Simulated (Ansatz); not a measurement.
One change: `CN([SiH3])B[SiH3]` becomes `CNB[SiH3]`.

Ansatz, PBE0-D4/def2-TZVP geometries, multiplicity 1. Each molecule was computed in one conformer, which needn't be the lowest.

```csv
property,`CN([SiH3])B[SiH3]`
LUMO energy (ωB97M-V/def2-TZVPP) / eV,0.95
HOMO energy (ωB97M-V/def2-TZVPP) / eV,-9.94
HOMO–LUMO gap (B3LYP/def2-TZVPP) / eV,6.50
size of the dipole moment (PBE/def2-TZVPP) / D,2.48
HOMO–LUMO gap (PBE/def2-TZVPP) / eV,4.74
size of the dipole moment (B3LYP/def2-TZVPP) / D,2.40
```

Task: Give the same properties after the change, and the shifts. (An estimate is asked.)

Result: Ansatz gave: 
| property | `CNB[SiH3]` | shift |
| --- | --- | --- |
| LUMO energy (ωB97M-V/def2-TZVPP) / eV | 1.40 | 0.45 |
| HOMO energy (ωB97M-V/def2-TZVPP) / eV | -9.98 | -0.04 |
| HOMO–LUMO gap (B3LYP/def2-TZVPP) / eV | 6.96 | 0.46 |
| size of the dipole moment (PBE/def2-TZVPP) / D | 2.82 | 0.34 |
| HOMO–LUMO gap (PBE/def2-TZVPP) / eV | 5.19 | 0.45 |
| size of the dipole moment (B3LYP/def2-TZVPP) / D | 2.71 | 0.31 |

Dipoles are sizes alone; their direction can turn.

B3LYP here is the variant with VWN-RPA as its local correlation; programs differ in this.
